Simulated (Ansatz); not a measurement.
```yaml
crystal:
  periodic: [false, false, false]
  atoms:
    - {symbol: F, position_ang: [-2.465857, 1.411142, 0.538457]}
    - {symbol: Ge, position_ang: [-0.922613, 2.103488, 0.003928]}
    - {symbol: N, position_ang: [-0.119389, 0.409548, -0.074871]}
    - {symbol: Si, position_ang: [1.599269, 0.358099, -0.423373]}
    - {symbol: Si, position_ang: [-0.931874, -1.015252, 0.321865]}
    - {symbol: H, position_ang: [2.115484, 1.778613, -0.748904]}
    - {symbol: H, position_ang: [2.425149, -0.246898, 0.691760]}
    - {symbol: H, position_ang: [1.815463, -0.433279, -1.687110]}
    - {symbol: H, position_ang: [-1.427775, -1.010557, 1.725526]}
    - {symbol: H, position_ang: [0.025024, -2.166514, 0.192594]}
    - {symbol: H, position_ang: [-2.072999, -1.279628, -0.571217]}
basis:
  gaussian: {orbitals: def2-TZVPPP, final_grid: {core_spheres: 5, valence_spheres: 4, degree: 11}, point_charges: [{charge: -1.00, position_ang: [6.263, 0.723, -0.357]}]}
hamiltonian: {xc: {name: SPW92}}
```

```sh
$ ansatz run in.yaml --threads 8 --pin off --events-out ev --progress --plain --max-ram 18278MiB
```

How does Ansatz answer? (An estimate is asked.)

The calculation gave: The program refused the input.
```
Error: <dir> can't be read: No such file or directory (os error 2)
```
